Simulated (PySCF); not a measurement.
F3H3OSi2, SMILES F[Si](F)(F)O[SiH3]. Atoms are numbered in the order given.

```xyz
9

F      1.4739     0.2670    -1.2913
Si     0.7726     0.2001     0.1443
F      1.7045    -0.6687     1.1072
F      0.7154     1.6889     0.7250
O     -0.6927    -0.4470     0.0492
Si    -2.2916    -0.6263    -0.4059
H     -2.3624    -0.7628    -1.8851
H     -3.0586     0.5694     0.0343
H     -2.8161    -1.8492     0.2525
```

Geometry optimised at B3LYP-D3(BJ)/def2-SVP. Other conformers were not sampled.

Two levels are set side by side: PBE/pcSseg-1 (PySCF) and PBE0/pcSseg-1 (PySCF). GIAO shifts against CFCl3 (¹⁹F), H2O (¹⁷O), TMS (²⁹Si), TMS (¹H) at the same level; non-relativistic, no solvent, atoms listed together averaged. Differences are taken from unrounded values.

```json
[
 {"quantity": "δ(²⁹Si) of Si2 (ppm)", "PBE0": "-103.2"},
 {"quantity": "δ(¹⁷O) of O5 (ppm)", "PBE0": "26.3"},
 {"quantity": "δ(²⁹Si) of Si6 (ppm)", "PBE0": "-29.9"}
]
```

Task: What does PBE give, and how far is it from PBE0? (The exact figures need the calculation; the answer reports its results.)

Result: 
```json
[
 {"quantity": "δ(²⁹Si) of Si2 (ppm)", "PBE": "-102.0", "PBE minus PBE0": "1.3"},
 {"quantity": "δ(¹⁷O) of O5 (ppm)", "PBE": "34.1", "PBE minus PBE0": "7.8"},
 {"quantity": "δ(²⁹Si) of Si6 (ppm)", "PBE": "-31.5", "PBE minus PBE0": "-1.6"}
]
```

Rough cost on one machine, each run with all the roots and properties that it gave: PBE0 against PBE within a factor of 2.
